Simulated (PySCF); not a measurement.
**Two-component Hartree-Fock for Zr³⁺ (zirconium, charge +3)**

Start: [Kr] 4d1; 4d3/2 filled at m_j = +3/2. Calculated with PySCF 2.14 in x2c-SVPall-2c: generalised Hartree-Fock with the X2C-1e Hamiltonian and a Gaussian nucleus; one run each with spin-orbit coupling (SO) switched off, then screened by Boettger's factors.

| spinor shell | electrons | ε, spin-free (eV) | ε, screened SO (eV) | weight of nominal j (screened SO) | rms radius, screened SO (bohr) |
| --- | --- | --- | --- | --- | --- |
| 1s1/2 | 2 | -18122.8 | -18122.0 | 1.000 | 0.0426 |
| 2s1/2 | 2 | -2606.1 | -2605.8 | 1.000 | 0.176 |
| 2p1/2 | 2 | -2321.6 | -2380.9 | 1.000 | 0.154 |
| 2p3/2 | 4 | -2321.6 | -2293.4 | 1.000 | 0.158 |
| 3s1/2 | 2 | -481.30 | -481.20 | 1.000 | 0.488 |
| 3p1/2 | 2 | -385.72 | -395.56 | 1.000 | 0.489 |
| 3p3/2 | 4 | -385.72 | -380.98 | 1.000 | 0.499 |
| 3d3/2 | 4 | -228.57 | -230.20 | 0.999 | 0.493 |
| 3d5/2 | 6 | -228.57 | -227.37 | 1.000 | 0.497 |
| 4s1/2 | 2 | -94.980 | -94.941 | 1.000 | 1.29 |
| 4p1/2 | 2 | -67.167 | -69.170 | 0.974 | 1.42 |
| 4p3/2 | 4 | -67.167 | -66.149 | 0.987 | 1.45 |
| 4d3/2 | 1 | -33.747 | -33.834 | 0.995 | 2.00 |

```
   quantity    spin-free  screened SO
E (hartree)  -3594.23816  -3594.57116
        M_J          3/2          3/2
       ⟨J²⟩        4.650        3.778
       ⟨L²⟩        6.009        6.012
       ⟨S²⟩        0.752        0.758
```

Each row is a mean over spinors that exchange with the open shell spreads, by up to 3.123 eV (4p1/2).

Breit and QED terms are absent; they matter most for the inner s and p1/2 levels.

Densities and radii are taken from the X2C orbitals without a picture-change correction, which distorts them close to the nucleus.

Without spin-orbit coupling the j labels of p, d and f shells carry no meaning; the spin-free column gives the mean over the occupied spinors of each nl shell, and its ⟨J²⟩ belongs to a mixture of degenerate components.
